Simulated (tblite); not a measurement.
Species: C8H13P.
Atom-mapped SMILES: `[CH:1]#[C:2][P:3]1[CH2:4][CH2:5][CH2:6][CH2:7][CH2:8][CH2:9]1` (hydrogens: H10 on C1; H11, H12 on C4; H13, H14 on C5; H15, H16 on C6; H17, H18 on C7; H19, H20 on C8; H21, H22 on C9)

Structure used (GFN2-xTB), in Å, numbered top down from 1:
```
atom  x, y, z in Å
C1     3.8640   -0.9774    0.3935
C2     2.7226   -0.6497    0.5831
P3     1.0858   -0.1591    1.0411
C4     0.9087    1.1614   -0.2696
C5    -0.3966    1.9451   -0.1370
C6    -1.5727    1.0930    0.3394
C7    -1.8388   -0.1598   -0.5047
C8    -1.2953   -1.4409    0.1310
C9     0.2254   -1.5434    0.1266
H10    4.8527   -1.2659    0.1830
H11    1.7618    1.8388   -0.1737
H12    0.9801    0.6801   -1.2496
H13   -0.6400    2.3996   -1.1018
H14   -0.2591    2.7563    0.5818
H15   -1.3845    0.7919    1.3746
H16   -2.4636    1.7255    0.3461
H17   -1.4143   -0.0364   -1.5030
H18   -2.9173   -0.2843   -0.6264
H19   -1.6607   -1.5065    1.1591
H20   -1.6968   -2.3011   -0.4137
H21    0.5246   -2.4737    0.6200
H22    0.6034   -1.5741   -0.9005
```

Computed values, GFN2-xTB/tblite, gas phase, harmonic and unscaled. Against measured fundamentals such values can be off by several per cent, at times by over 20. One conformer, not necessarily the lowest.

Harmonic wavenumbers (cm⁻¹): 86.1, 99.0, 144.4, 179.1, 231.8, 237.8, 289.2, 336.7, 343.0, 362.0, 472.3, 476.5, 635.3, 655.3, 667.3, 693.4, 708.2, 749.7, 801.9, 829.3, 873.7, 938.3, 948.8, 986.7, 1033.3, 1046.4, 1103.2, 1119.7, 1146.1, 1161.0, 1182.1, 1206.8, 1237.8, 1250.3, 1267.5, 1283.6, 1340.8, 1347.1, 1352.3, 1367.0, 1443.3, 1453.5, 1479.9, 1490.2, 1493.2, 1500.0, 2193.9, 2920.3, 2928.2, 2940.1, 2942.2, 2947.0, 2955.0, 2956.0, 2960.8, 2969.0, 2975.0, 2980.7, 2987.7, 3364.7.

A = 2463, B = 1018, C = 805.4 MHz; mass 140.075 u (most abundant isotopes); point group C1, symmetry number 1.

**Question.** What is the zero-point energy?

**Answer.** Half the sum of the wavenumbers: 41036 cm⁻¹ = 490.90 kJ/mol.

**Question.** Give the ideal-gas entropy at 500 K and 1 bar in the rigid-rotor, harmonic-oscillator model (classical rotation).

**Answer.** Translation 181.24, rotation 129.69, vibration 201.94: S = 512.9 J/(mol K).

**Question.** And Cp and H(500 K) − H(0)?

**Answer.** Cp = 261.22 J/(mol K), of which vibrations give 227.96 (their classical limit is 60 R = 498.9); H(500 K) − H(0) = 72.46 kJ/mol without the zero-point energy, 55.83 from vibrations.

**Question.** Which modes carry the vibrational entropy at 500 K?

**Answer.** 86.1 cm⁻¹: 19.94; 99.0 cm⁻¹: 18.78; 144.4 cm⁻¹: 15.68; 179.1 cm⁻¹: 13.92; 231.8 cm⁻¹: 11.83; 237.8 cm⁻¹: 11.63 J/(mol K); the other 54 give 110.16 together.

**Question.** How do the functions run with temperature in this model?

**Answer.** 
| T (K) | S (J/(mol K)) | Cp (J/(mol K)) | H − H(0) (kJ/mol) | G − H(0) (kJ/mol) | ln q(vib) |
| --- | --- | --- | --- | --- | --- |
| 50 | 240.1 | 47.5 | 1.88 | -10.13 | 0.17 |
| 100 | 280.9 | 73.1 | 4.90 | -23.19 | 0.94 |
| 298.15 | 402.8 | 168.5 | 28.67 | -91.42 | 5.55 |
| 373.15 | 444.6 | 205.8 | 42.71 | -123.21 | 7.49 |
| 750 | 634.8 | 339.6 | 148.28 | -327.80 | 17.55 |
| 1000 | 740.0 | 391.2 | 240.05 | -499.96 | 23.96 |

q(vib) and H(0) count from the zero-point level.

**Question.** What must be added to the electronic energy to get the Gibbs energy at 500 K and 1 bar?

**Answer.** ZPE + [H(500 K) − H(0)] − T·S = 490.90 + 72.46 − 256.43 = 306.93 kJ/mol.

Hindered rotation and anharmonicity are outside this model. Other conformers, if any are populated, would add a mixing term that is left out. The structure is chiral; the term R ln 2 for an equal mix with its mirror image is left out.
